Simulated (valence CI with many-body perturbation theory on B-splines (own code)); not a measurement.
## Energy levels of Bi LII

Method: valence CI with perturbative core correlation (CI+MBPT): four valence electrons over a frozen Dirac-Fock core [Ar] 3d10, radial functions for each j: 9 s, 9 p, 8 d, 6 f, 3 g, 1 h, with the one-electron correlation potential Σ1 (screened to all orders), the two-electron term Σ2, the three-electron term Σ3, Breit, model QED; selected single and double excitations, second order for the rest, scaled by the run's own slope (own B-spline code, finite nucleus).

No measured spectrum was set against this ion. As an estimate, large intervals hold to a few tenths of a per cent, small ones and those within an open d or f shell to about a per cent.

Levels 1 to 35 of 35, with energies above the lowest level, (4s^2 4p1/2^2) J=0. "Leading %" is the weight of the configuration and term that name the level; weights of strongly mixed levels are sums over their largest components and can fall short, so below about 35 % the name and the second component can differ from the true leading terms, or belong to a minority configuration. In the jj column 3d3/2^4 stands for four electrons in 3d with j = 3/2. Lifetimes count E1, E2, E3, M1 and M2 decay at the calculated energies, and are blank where another channel may lead or the interval is too uncertain; long ones can be off by a factor of two.

| No. | Configuration | Term | J | E (eV) | Leading % | Lifetime | Leading jj | Second component |
| --- | --- | --- | --- | --- | --- | --- | --- | --- |
| 1 | 4s2 4p2 | 3P | 0 | 0.00 | 69 |  | 4s^2 4p1/2^2 (100 %) | 31 % 4s2 4p2 1S |
| 2 | 4s2 4p2 | 3P | 1 | 172.92 | 100 | 30.7 ns | 4s^2 4p1/2 4p3/2 (100 %) |  |
| 3 | 4s2 4p2 | 1D | 2 | 177.97 | 64 | 582 ns | 4s^2 4p1/2 4p3/2 (99 %) | 35 % 4s2 4p2 3P |
| 4 | 4s 4p3 | 3P° | 2 | 293.15 | 47 | 28.3 ps | 4s 4p1/2^2 4p3/2 (98 %) | 28 % 4s 4p3 5S° |
| 5 | 4s 4p3 | 3D° | 1 | 310.41 | 33 | 1.09 ps | 4s 4p1/2^2 4p3/2 (94 %) | 27 % 4s 4p3 1P° |
| 6 | 4s2 4p2 | 3P | 2 | 354.76 | 64 | 12.0 ns | 4s^2 4p3/2^2 (99 %) | 35 % 4s2 4p2 1D |
| 7 | 4s2 4p 4d | 3F° | 2 | 358.08 | 74 | 39.3 ps | 4s^2 4p1/2 4d3/2 (99 %) | 20 % 4s2 4p 4d 1D° |
| 8 | 4s2 4p2 | 1S | 0 | 365.64 | 68 | 10.8 ns | 4s^2 4p3/2^2 (99 %) | 31 % 4s2 4p2 3P |
| 9 | 4s2 4p 4d | 3D° | 1 | 380.22 | 50 | 274 fs | 4s^2 4p1/2 4d3/2 (94 %) | 28 % 4s2 4p 4d 1P° |
| 10 | 4s2 4p 4d | 3P° | 2 | 406.21 | 45 | 1.97 ps | 4s^2 4p1/2 4d5/2 (95 %) | 33 % 4s2 4p 4d 3D° |
| 11 | 4s2 4p 4d | 3F° | 3 | 407.34 | 51 | 2.70 ps | 4s^2 4p1/2 4d5/2 (97 %) | 25 % 4s2 4p 4d 1F° |
| 12 | 4s 4p3 | 3D° | 2 | 462.36 | 49 | 1.96 ps | 4s 4p1/2 4p3/2^2 (95 %) | 44 % 4s 4p3 5S° |
| 13 | 4s 4p3 | 3D° | 3 | 472.54 | 96 | 2.68 ps | 4s 4p1/2 4p3/2^2 (96 %) |  |
| 14 | 4s 4p3 | 3P° | 0 | 479.16 | 96 | 1.53 ps | 4s 4p1/2 4p3/2^2 (96 %) |  |
| 15 | 4s 4p2 4d | 3D | 1 | 479.72 | 43 | 12.0 ps | 4s 4p1/2^2 4d3/2 (98 %) | 40 % 4s 4p2 4d 5F |
| 16 | 4s 4p2 4d | 3D | 2 | 484.13 | 30 | 12.1 ps | 4s 4p1/2^2 4d3/2 (96 %) | 19 % 4s 4p2 4d 5F |
| 17 | 4s 4p3 | 3P° | 1 | 487.87 | 44 | 878 fs | 4s 4p1/2 4p3/2^2 (95 %) | 20 % 4s 4p3 3D° |
| 18 | 4s 4p3 | 1D° | 2 | 489.98 | 70 | 614 fs | 4s 4p1/2 4p3/2^2 (91 %) | 15 % 4s 4p3 3D° |
| 19 | 4s 4p3 | 3S° | 1 | 491.71 | 36 | 471 fs | 4s 4p1/2 4p3/2^2 (98 %) | 23 % 4s 4p3 3D° |
| 20 | 4s 4p2 4d | 3D | 3 | 525.13 | 34 | 2.32 ps | 4s 4p1/2^2 4d5/2 (97 %) | 20 % 4s 4p2 4d 5D |
| 21 | 4s 4p2 4d | 3F | 2 | 534.41 | 27 | 2.26 ps | 4s 4p1/2^2 4d5/2 (94 %) | 22 % 4s 4p2 4d 1D |
| 22 | 4s2 4p 4d | 3D° | 2 | 549.92 | 50 | 313 fs | 4s^2 4p3/2 4d3/2 (91 %) | 22 % 4s2 4p 4d 1D° |
| 23 | 4s2 4p 4d | 3P° | 1 | 552.05 | 55 | 364 fs | 4s^2 4p3/2 4d3/2 (94 %) | 35 % 4s2 4p 4d 3D° |
| 24 | 4s2 4p 4d | 3F° | 3 | 552.24 | 45 | 426 fs | 4s^2 4p3/2 4d3/2 (95 %) | 35 % 4s2 4p 4d 1F° |
| 25 | 4s2 4p 4d | 3P° | 0 | 552.25 | 95 | 384 fs | 4s^2 4p3/2 4d3/2 (95 %) |  |
| 26 | 4s2 4p 4d | 3F° | 4 | 575.42 | 99 | 26.0 ns | 4s^2 4p3/2 4d5/2 (99 %) |  |
| 27 | 4s2 4p 4d | 3P° | 2 | 580.70 | 44 | 3.79 ps | 4s^2 4p3/2 4d5/2 (95 %) | 39 % 4s2 4p 4d 1D° |
| 28 | 4s2 4p 4d | 3D° | 3 | 596.43 | 59 | 870 fs | 4s^2 4p3/2 4d5/2 (95 %) | 39 % 4s2 4p 4d 1F° |
| 29 | 4s2 4p 4d | 1P° | 1 | 599.93 | 63 | 1.41 ps | 4s^2 4p3/2 4d5/2 (96 %) | 23 % 4s2 4p 4d 3P° |
| 30 | 4s2 4p 4f | 3G | 3 | 607.07 | 69 | 3.74 ps | 4s^2 4p1/2 4f5/2 (95 %) | 18 % 4s2 4p 4f 1F |
| 31 | 4p4 | 3P | 2 | 609.82 | 58 | 708 fs | 4p1/2^2 4p3/2^2 (86 %) | 28 % 4p4 1D |
| 32 | 4s2 4p 4f | 3F | 2 | 614.19 | 46 | 3.07 ps | 4s^2 4p1/2 4f5/2 (95 %) | 29 % 4s2 4p 4f 1D |
| 33 | 4p4 | 1S | 0 | 618.83 | 56 | 760 fs | 4p1/2^2 4p3/2^2 (87 %) | 32 % 4p4 3P |
| 34 | 4s2 4p 4f | 3D | 3 | 622.54 | 49 | 3.34 ps | 4s^2 4p1/2 4f7/2 (94 %) | 29 % 4s2 4p 4f 3F |
| 35 | 4s2 4p 4f | 3G | 4 | 622.74 | 42 | 4.85 ps | 4s^2 4p1/2 4f7/2 (95 %) | 28 % 4s2 4p 4f 1G |

The ionisation energy to 4s2 4p 2P°_1/2 of the next ion comes out as 3080.3 eV (NIST: 3078 ± 4 eV (theoretical)). All 35 levels together are meant to be complete up to 634.21 eV.
